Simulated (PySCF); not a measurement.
Run record: excited-state job, `C=C/C=C(/Br)CCl`.

Computed with TDDFT B3LYP/def2-SVPD, vertical, gas phase, core orbitals frozen in the response (PySCF 2.14.0, density-fitted response routines). Geometry: GFN2-xTB. The command runs a driver script over a list of jobs; the input below is this job's line of settings and its coordinates in Å.

Command:
```bash
OMP_NUM_THREADS=1 python probes_run.py task.json out
```

Input:
```
{"job": {"kind": "uv", "xc": "B3LYP", "basis": "def2-SVPD", "nstates": 8, "ntriplets": 3}, "charge": 0, "multiplicity": 1}
C      2.465641    -0.066442     0.247109
C      1.178889    -0.204909    -0.062649
C      0.159925     0.664061     0.473117
C     -1.146616     0.571980     0.202736
Br    -2.347962     1.795581     1.044618
C     -1.794951    -0.425247    -0.690329
Cl    -1.851056    -2.040404     0.114215
H      3.218248    -0.723734    -0.151149
H      2.806251     0.709491     0.912552
H      0.862905    -0.998921    -0.723174
H      0.503124     1.437262     1.147170
H     -2.825772    -0.157769    -0.917019
H     -1.233015    -0.560464    -1.614925
```

Output:
```
coarse grid: 54384 points
cycle   1  E = -3227.8802149513  dE = -3.216e-01  |g| = 3.979e-01  |ddm| = 7.978e+00
cycle   2  E = -3227.8116704003  dE =  6.854e-02  |g| = 6.323e-01  |ddm| = 2.341e+00
cycle   3  E = -3227.9165289846  dE = -1.049e-01  |g| = 1.467e-01  |ddm| = 1.632e+00
cycle   4  E = -3227.9221365828  dE = -5.608e-03  |g| = 3.933e-02  |ddm| = 4.147e-01
cycle   5  E = -3227.9224937652  dE = -3.572e-04  |g| = 1.646e-02  |ddm| = 1.041e-01
cycle   6  E = -3227.9225671860  dE = -7.342e-05  |g| = 5.325e-03  |ddm| = 4.588e-02
cycle   7  E = -3227.9225743714  dE = -7.185e-06  |g| = 1.268e-03  |ddm| = 1.100e-02
final grid: 113096 points
cycle   8  E = -3227.9225792900  dE =  5.340e-07  |g| = 1.997e-03  |ddm| = 1.234e-02
cycle   9  E = -3227.9225772182  dE =  2.072e-06  |g| = 3.480e-03  |ddm| = 8.945e-03
cycle  10  E = -3227.9225802479  dE = -3.030e-06  |g| = 2.873e-04  |ddm| = 6.076e-03
cycle  11  E = -3227.9225802672  dE = -1.926e-08  |g| = 4.103e-05  |ddm| = 7.139e-04
cycle  12  E = -3227.9225802676  dE = -4.366e-10  |g| = 1.105e-05  |ddm| = 9.052e-05
converged SCF energy = -3227.9225802676

Static polarisability (au): isotropic 106.568, principal 71.588 99.470 148.645

Singlet excitations
state   eV       nm        f      main configurations
  1   4.6433    267.0   0.39913   H->L 0.89
  2   4.9805    248.9   0.04525   H->L+1 0.91
  3   5.2730    235.1   0.00280   H-1->L 0.99
  4   5.6053    221.2   0.02002   H-2->L 0.83
  5   5.6710    218.6   0.00784   H-3->L 0.89
  6   5.8572    211.7   0.03415   H->L+2 0.75, H-4->L 0.22
  7   6.1706    200.9   0.09222   H-4->L 0.46, H->L+3 0.32, H->L+2 0.12
  8   6.3339    195.7   0.00214   H-1->L+1 0.93

Triplet excitations (Tamm-Dancoff, eV): 2.8119 4.5441 4.7815
```

The SCF starts on a coarse grid where the log names one; the energy can jump when the final grid takes over, and dE then counts from the start density on the new grid. H and L stand for HOMO and LUMO; the number after each pair is its weight.

Q: How does the lowest singlet excitation compare with the HOMO–LUMO gap?

A: HOMO -6.69 eV and LUMO -1.94 eV give a gap of 4.75 eV; S1 at 4.64 eV lies 0.11 eV below it.

In short: HOMO -6.69 eV, LUMO -1.94 eV; lowest singlet 4.64 eV; lowest triplet 2.81 eV (Tamm–Dancoff); mean polarisability 106.6 au.

 Relativistic effects, spin–orbit coupling among them, are left out although an element past zinc is present.

Q: Estimate the wall time. Hardware: an Arm Neoverse N1 with one thread, shared host. And the peak memory of the process?

A: About 68 s, with 1.0 GiB resident at the peak, the Python interpreter and its libraries included.

One conformer stands for the species.
Labels such as C1 count atoms from 1, the log's own numbers from 0.
